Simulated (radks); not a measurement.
Species: Re. Configuration: [Xe] 4f14 5d5 6s2.

Calculated with a radial shooting solver on a logarithmic mesh with Libxc functionals: scalar-relativistic Kohn-Sham, PBE, spin-polarised, spherical densities, point nucleus; open shells are filled with parallel spins first (spin-orbit coupling, left out, can overturn this in heavy ions).

Energy parts (eV):
part                       energy
total                  -454222.38
kinetic                 502061.20
electron-nucleus      -1124529.49
Hartree                 177240.37
exchange-correlation     -8994.47

Orbitals (lengths in bohr, moments of r in powers of bohr; r(max) is where P^2 peaks):
orbital  occ.  eigenvalue (eV)   r(max)      <r>
1s up       1        -71667.14  0.01124  0.01803
1s down     1        -71667.15  0.01124  0.01803
2s up       1        -12425.22  0.06451  0.07621
2s down     1        -12424.99  0.06451  0.07620
2p up       3        -10841.90  0.05303  0.06834
2p down     3        -10841.72  0.05303  0.06834
3s up       1        -2876.271   0.1819   0.1974
3s down     1        -2876.204   0.1819   0.1974
3p up       3        -2409.499   0.1803   0.1979
3p down     3        -2409.421   0.1803   0.1979
3d up       5        -1880.817   0.1469   0.1792
3d down     5        -1880.662   0.1469   0.1792
4s up       1        -599.9354   0.4125   0.4405
4s down     1        -599.7264   0.4126   0.4405
4p up       3        -446.8559   0.4330   0.4686
4p down     3        -446.6631   0.4330   0.4686
4d up       5        -254.9268   0.4432   0.5001
4d down     5        -254.6987   0.4433   0.4999
4f up       7         -42.0151   0.4169   0.5827
4f down     7         -41.5613   0.4168   0.5783
5s up       1         -85.7269   0.9396    1.039
5s down     1         -83.6942   0.9349    1.032
5p up       3         -47.7951    1.064    1.213
5p down     3         -45.1279    1.056    1.203
5d up       5          -6.4003    1.427    1.897
5d down     0          -3.4195    1.418    2.044
6s up       1          -6.5616    2.517    2.992
6s down     1          -4.8081    2.657    3.258

The highest occupied level is 6s down at -4.808 eV. The density falls to 0.001 e/bohr^3 at r = 4.69 bohr. Spin moment in Bohr magnetons: 5.
